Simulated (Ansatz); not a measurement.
C2H2BCl (`ClB1C=C1`), relaxed with RKS PBE-D4/def2-SVP in the Gaussian-basis code of Ansatz from a rough embedded geometry. The force threshold is 0.03 eV/Å; the program also tests the step.

The species carries charge 0 and has multiplicity 1.

Start:

```xyz
6

Cl    1.542   -1.972   -0.723
B     0.458   -0.565   -0.238
C    -0.842    0.156   -0.223
C     0.155    0.691    0.551
H    -1.901    0.193   -0.498
H     0.588    1.496    1.131
```

Question: By how much does the energy fall, and how many steps does the optimiser take? (An estimate is asked.)

Answer: The calculation gave: 29.32 kJ/mol, in 5 steps, 1 of them rejected.

Question: Which bonds change most? (Best estimate.)

Answer: The calculation gave: Cl1–B2 from 1.841 to 1.741 Å; B2–C4 from 1.515 to 1.483 Å; C4–H6 from 1.083 to 1.101 Å; C3–H5 from 1.094 to 1.101 Å.

Question: Give the relaxed structure. (Best estimate.)

Answer: Computed: 
```xyz
6

Cl    1.521   -1.943   -0.728
B     0.491   -0.629   -0.234
C    -0.806    0.090   -0.214
C     0.233    0.641    0.487
H    -1.863    0.316   -0.428
H     0.424    1.525    1.116
```
